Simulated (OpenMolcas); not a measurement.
4d³ along the 39-electron sequence

```
Program             : OpenMolcas 26.06
Method              : RASSCF
Basis               : ANO-RCC-VTZP
Scalar Hamiltonian  : DKH2, point nucleus
Spin-orbit coupling : RASSI with atomic mean-field integrals over the reference wave functions, term energies averaged over their components
```

Active space for each ion: 9 electrons in 8 orbitals (RAS1 4p, at most 2 holes; RAS2 4d).

Computed levels in cm-1 above ⁴F_3/2:

```tsv
Level	Mo3+	Tc4+	Ru5+	Rh6+	Pd7+
⁴F_5/2	787	1096	1462	1917	2525
⁴F_7/2	1793	2467	3250	4203	5441
⁴F_9/2	2952	4009	5216	6649	8460
⁴P_1/2	12488	14005	15609	17162	18823
⁴P_3/2	12528	13959	15439	16796	18159
⁴P_5/2	13748	15741	17897	20120	22645
²G_7/2	14455	16384	18476	20536	22807
²G_9/2	15289	17423	19707	21938	24358
²P_1/2	17263	19604	22173	24761	27661
weight of ⁴F in the lowest level (%)	99	99	98	97	97
```

Mixed levels, with the weight of the term that names them: Rh6+ ⁴P_3/2 (74 %), Rh6+ ²G_9/2 (74 %), Pd7+ ⁴P_3/2 (69 %), Pd7+ ²G_9/2 (66 %).

Measured, with the error of the calculation in %. Measured levels: Mo3+ from Sugar and Musgrove, J. Phys. Chem. Ref. Data 17, 155 (1988).

| Level | Mo3+ |
| --- | --- |
| ⁴F_5/2 | 778 (+1.2) |
| ⁴F_7/2 | 1760 (+1.9) |
| ⁴F_9/2 | 2865 (+3.1) |
| ⁴P_1/2 | 10338 (+20.8) |
| ⁴P_3/2 | 10331 (+21.3) |
| ⁴P_5/2 | 11612 (+18.4) |
| ²G_7/2 | 11580 (+24.8) |
| ²G_9/2 | 12311 (+24.2) |
| ²P_1/2 | 14348 (+20.3) |

The fine-structure level ⁴F_9/2 changes by a factor of 2.87 from Mo3+ to Pd7+. Its fourth root runs 7.37, 7.96, 8.50, 9.03, 9.59, with steps per unit of Z of 0.59, 0.54, 0.53, 0.56; equal steps would mean a (Z - σ)^4 law with constant σ.

⁴P_1/2 changes by a factor of 1.51 over the same range, with steps per unit of Z of +1520, +1600, +1550, +1660 cm-1.

Without dynamic correlation excited terms often stand tens of per cent too high (terms of higher spin than the ground term too low), and those without a measured partner can miss by more than the paired ones. Active for correlation alone: 4p; no level in the range computed is led by a configuration that opens it, so any true level of that kind is missing. Measured partners are found by configuration, term and J. A level has none where our copy of the source lacks it or the pairing is in doubt (some pairs that miss far off the trend of their configuration count as doubtful), and it then counts in no deviation. Levels of configurations outside the active space are missing.
